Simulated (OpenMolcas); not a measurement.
Re3+: moving or changing the point charges

Re3+ among 6 point charges of -1 e arranged as a trigonal antiprism (D3d), 1.77 Å from the ion, with a polar angle of 55.8° against the regular 54.74°.
```
   0.0000    1.4645    0.9941  -1.00
  -1.2683   -0.7322    0.9941  -1.00
   1.2683   -0.7322    0.9941  -1.00
   0.0000   -1.4645   -0.9941  -1.00
   1.2683    0.7322   -0.9941  -1.00
  -1.2683    0.7322   -0.9941  -1.00
```

```json
{
 "Program": "OpenMolcas",
 "Method": "CASSCF",
 "Basis": "ANO-RCC-VDZP [7s6p4d2f1g]",
 "Scalar Hamiltonian": "DKH2, point nucleus",
 "Active space": "4 electrons in 5 orbitals (5d)",
 "State averaging": "2S+1 = 5 even, 5 roots; 2S+1 = 3 even, 45 roots; 2S+1 = 1 even, 50 roots",
 "Spin-orbit coupling": "state interaction with AMFI integrals over the reference wave functions"
}
```

Runs around this geometry, states (labels of D3, the rotations of D3d). Energies in cm-1 above the lowest state or level, χT in cm3 K/mol.

```
R (Å)  q (e)  Polar angle / regular  Ground state  First state of that spin  First gap with spin-orbit (degeneracies)  χT at 300 K  First state of another spin
 1.77  -0.65                   1.02            5E                   5E 8642                               2741 (1, 1)        0.158                     3A2 9042
 1.77     -1                   1.02            5E                  5E 13474                               3020 (1, 1)        0.189                     3A2 4070
 1.95     -1                   1.02            5E                   5E 8931                               2752 (1, 1)        0.159                     3A2 8678
 1.77     -1                    1.1            5E                  5E 13619                               2369 (1, 1)        0.207                     3A2 3164
```

Taking the first state of the same spin as R^-n, n = -ln(8931 / 13474) / ln(1.95 / 1.77) = 4.2 between the shortest and longest distance.

Scaling the charges by -0.65 / -1 = 0.65 scales the first state of the same spin by 8642 / 13474 = 0.64; with fixed orbitals a first-order splitting would follow the charge.

Without dynamic correlation the repulsion within the d shell is too large (B by tens of per cent), so at a given field states of lower spin stand too high. This shell can be high or low spin here, a state of another spin lies low, and with metal d orbitals alone active their balance is uncertain, so the ground spin may be wrong. Point charges give a weaker field than real ligands, and real ions of this kind are as a rule low spin; the high spin found here belongs to the model. Spin-orbit coupling mixes the spin-free states strongly: the lowest level takes only 51 % from its leading state, 5E (figures for R = 1.77, q = -0.65, ratio = 1.02; the like holds for R = 1.77, q = -1, ratio = 1.02, R = 1.95, q = -1, ratio = 1.02, R = 1.77, q = -1, ratio = 1.1). An orbital doublet at a regular site is open to a Jahn-Teller distortion, which this geometry leaves out (holds for R = 1.77, q = -0.65, ratio = 1.02; R = 1.95, q = -1, ratio = 1.02). Point charges carry no covalency, so the field is a model and not that of real ligands. No measured value stands beside these numbers.
